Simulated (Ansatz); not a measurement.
Reaction (cleavage of the Si–Ge bond): `N[CH2][GeH2][SiH3]` + `CB(O)F` → `CB(F)O[SiH3]` + `N[CH2][GeH3]`

Gas-phase electronic energies from Ansatz, PBE0-D4/def2-TZVP geometries. CCSD(T)/CBS adds triple-zeta CCSD(T) − MP2 to the extrapolated MP2 energy (def2 sets, frozen cores). Functionals use def2-TZVPP. B3LYP here is the variant with VWN-RPA as its local correlation; programs differ in this. For Ge outer-core shells are correlated without core-valence functions, which leaves a few kJ/mol of doubt a bond. Scalar relativity is left out up to krypton. One conformer a species, not always the lowest.

`N[CH2][GeH2][SiH3]`:

Cartesian coordinates in Å:
```
N -1.176 0.068 1.423
C 0.165 -0.495 1.371
Ge 0.658 -0.820 -0.510
Si 0.197 1.157 -1.751
H -1.431 0.325 2.368
H -1.865 -0.600 1.102
H 0.873 0.247 1.751
H 0.312 -1.412 1.959
H -0.185 -1.997 -1.051
H 2.141 -1.235 -0.602
H 0.724 2.340 -1.020
H -1.266 1.322 -1.954
H 0.851 1.102 -3.087
```

`CB(O)F`:

```xyz
8

C     0.884    0.442    0.257
B    -0.371   -0.349   -0.220
O    -1.628    0.030    0.106
F    -0.222   -1.445   -0.981
H     1.470    0.777   -0.604
H     0.626    1.309    0.864
H     1.543   -0.210    0.838
H    -2.301   -0.553   -0.259
```

`CB(F)O[SiH3]`:

```xyz
11

C     1.106    1.122   -1.346
B     0.597    0.311   -0.115
F     1.408    0.148    0.942
O    -0.633   -0.246   -0.052
Si   -1.385   -1.137    1.127
H     2.019    0.670   -1.746
H     1.382    2.137   -1.041
H     0.367    1.185   -2.143
H    -0.629   -2.387    1.387
H    -2.735   -1.459    0.610
H    -1.496   -0.345    2.377
```

`N[CH2][GeH3]`:

Cartesian coordinates in Å:
```
N 1.030 -0.856 0.753
C 0.687 0.132 -0.259
Ge -1.267 0.302 -0.392
H 0.728 -0.554 1.671
H 2.031 -0.996 0.802
H 1.120 1.131 -0.105
H 1.040 -0.220 -1.232
H -1.839 0.598 1.009
H -1.889 -1.001 -0.917
H -1.641 1.464 -1.330
```

```json
{"level": "PBE-D4", "ΔE (kcal/mol)": "-10.1", "difference from CCSD(T)/CBS": "5.4"}
{"level": "B3LYP-D4", "ΔE (kcal/mol)": "-15.3", "difference from CCSD(T)/CBS": "0.2"}
{"level": "ωB97M-V", "ΔE (kcal/mol)": "-15.5", "difference from CCSD(T)/CBS": "0.0"}
{"level": "PBE", "ΔE (kcal/mol)": "-10.5", "difference from CCSD(T)/CBS": "5.0"}
{"level": "PBE0", "ΔE (kcal/mol)": "-12.2", "difference from CCSD(T)/CBS": "3.3"}
{"level": "CCSD/def2-TZVPP", "ΔE (kcal/mol)": "-16.0", "difference from CCSD(T)/CBS": "-0.5"}
{"level": "HF/def2-QZVPP", "ΔE (kcal/mol)": "-22.9", "difference from CCSD(T)/CBS": "-7.4"}
{"level": "MP2/def2-QZVPP", "ΔE (kcal/mol)": "-16.5", "difference from CCSD(T)/CBS": "-1.0"}
{"level": "SCS-MP2/def2-QZVPP", "ΔE (kcal/mol)": "-18.0", "difference from CCSD(T)/CBS": "-2.5"}
{"level": "HF/CBS(def2)", "ΔE (kcal/mol)": "-23.0", "difference from CCSD(T)/CBS": "-7.5"}
{"level": "CCSD(T)/CBS", "ΔE (kcal/mol)": "-15.5", "difference from CCSD(T)/CBS": "0"}
```

Largest T1 diagnostic among the species: 0.012.

From PBE to PBE0 (25 % exact exchange), in def2-TZVPP and without D4, ΔE moves by −1.7 kcal/mol. In def2-TZVPP, CCSD(T) changes the Hartree–Fock value by +6.9 kcal/mol (the triples alone add +0.8 kcal/mol) and MP2 by +6.1 kcal/mol.
